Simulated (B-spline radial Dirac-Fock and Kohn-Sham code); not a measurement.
# Energy-loss ionisation edge M2 (3p1/2) of Tl

System: neutral thallium in the configuration [Xe] 4f14 5d10 6s2 6p1. Method: the first Born approximation with generalised oscillator strengths from a Dirac-Hartree-Slater potential (longitudinal and transverse terms; continuum final states only, so no white lines or fine structure). Computed with a B-spline atomic structure program. The edge is taken at 3416.0 eV (tabulated value).

Partial cross sections σ(β, Δ) in barn, integrated over a window Δ above the edge and up to the collection semi-angle β, for parallel illumination:

| E₀ (kV) | β (mrad) | Δ = 25 eV | Δ = 50 eV | Δ = 100 eV | Δ = 200 eV | Δ = 300 eV |
| --- | --- | --- | --- | --- | --- | --- |
| 60 | 10 | 0.229 | 0.506 | 1.05 | 2.04 | 2.93 |
| 60 | 50 | 2.93 | 6.67 | 14.1 | 28.0 | 40.6 |
| 60 | 100 | 5.30 | 12.7 | 27.8 | 56.2 | 82.0 |
| 80 | 10 | 0.308 | 0.676 | 1.40 | 2.72 | 3.90 |
| 80 | 50 | 3.10 | 7.08 | 15.0 | 29.9 | 43.4 |
| 100 | 5 | 0.104 | 0.227 | 0.467 | 0.908 | 1.30 |
| 100 | 10 | 0.384 | 0.839 | 1.73 | 3.37 | 4.83 |
| 100 | 50 | 3.16 | 7.24 | 15.4 | 30.7 | 44.7 |
| 100 | 100 | 4.80 | 11.6 | 25.6 | 52.1 | 76.4 |
| 200 | 5 | 0.226 | 0.490 | 1.00 | 1.95 | 2.79 |
| 200 | 10 | 0.723 | 1.57 | 3.24 | 6.33 | 9.12 |
| 200 | 100 | 4.00 | 9.82 | 21.8 | 44.7 | 65.9 |
| 300 | 20 | 1.89 | 4.20 | 8.79 | 17.4 | 25.3 |
| 300 | 100 | ? | ? | ? | ? | ? |

Task: Give the row for 300 kV and 100 mrad.

Result: 3.65 b for 25 eV, 8.94 b for 50 eV, 19.9 b for 100 eV, 40.8 b for 200 eV, 60.3 b for 300 eV.
